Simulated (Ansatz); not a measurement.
C2H9NSi2 can be A, `NC1C[SiH2][SiH2]1`, or B, `C/C([SiH3])=N\[SiH3]`.

Gas-phase electronic energies from Ansatz, PBE0-D4/def2-TZVP geometries. CBS: MP2 limit from def2 TZ/QZ plus the TZ coupled-cluster correction, frozen cores. DFT in def2-TZVPP. B3LYP here is the variant with VWN-RPA as its local correlation; programs differ in this. One conformer a species, not always the lowest.

Task: Which isomer does CCSD(T)/CBS put lower? Give the gap. (Best estimate.)

Result: Ansatz gave: B, by 21.4 kJ/mol.

Task: Give E(B) − E(A) in kJ/mol with PBE-D4, B3LYP-D4, r2SCAN-D4, B3LYP, CCSD(T)/def2-TZVPP, HF/def2-TZVPP, MP2/def2-TZVPP. (An estimate is asked.)

Result: The calculation gave: PBE-D4 -5.5, B3LYP-D4 -41.4, r2SCAN-D4 -18.9, B3LYP -45.2, CCSD(T)/def2-TZVPP -25.5, HF/def2-TZVPP -69.6, MP2/def2-TZVPP -20.8. None reverses the order clearly.

Largest T1 diagnostic: 0.013.

The D4 term adds +3.8 kJ/mol with B3LYP and +1.7 kJ/mol with PBE0; it sums over pairs of atoms, weighted by their polarisabilities, and B3LYP, whose exchange is more repulsive, gets the larger term. In def2-TZVPP, CCSD(T) changes the Hartree–Fock value by +44.0 kJ/mol (the triples alone add +1.9 kJ/mol) and MP2 by +48.7 kJ/mol.
